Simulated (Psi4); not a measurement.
HgI$_{2}$, triplet, at the geometry of the source list (a higher spin typed on purpose: for a closed-shell molecule this is an excited state) (core potentials on Hg, I). Base run: B3LYP/def2-SVP run with Psi4.

Geometry (Å):
```xyz
3

Hg     0.0000     0.0000     0.0000
I     -0.2334     2.0144    -1.6127
I      0.2334    -2.0144     1.6127
```
Charge 0, spin multiplicity 3.
Orbitals are unrestricted.
All else is at Psi4's defaults (density fitting; Cartesian or spherical functions as each basis is defined).

The base run was repeated with changes; each row names its change, and settings that it needs were set with it.

| change | basis functions | E (Eh) | core-seconds (rough) |
|---|---|---|---|
| base | 84 | -749.08754 | 7 |
| basis = def2-SV(P) | 77 | -749.08548 | 6 |
| basis = def2-SVPD | 105 | -749.09526 | 10 |
| basis = def2-TZVP | 143 | -749.12070 | 10 |
| basis = def2-TZVPP | 159 | -749.12144 | 20 |
| basis = def2-TZVPD | 164 | -749.12114 | 20 |
| basis = def2-QZVP | 236 | -749.12525 | 30 |
| basis = def2-QZVPP | 252 | -749.12545 | 30 |

Totals compare only among sets that treat the same electrons; sets with core potentials leave the core out.

Open shells are given as the SCF converged; they aren't shown to be the lowest states, and a large step between rows can be another state.
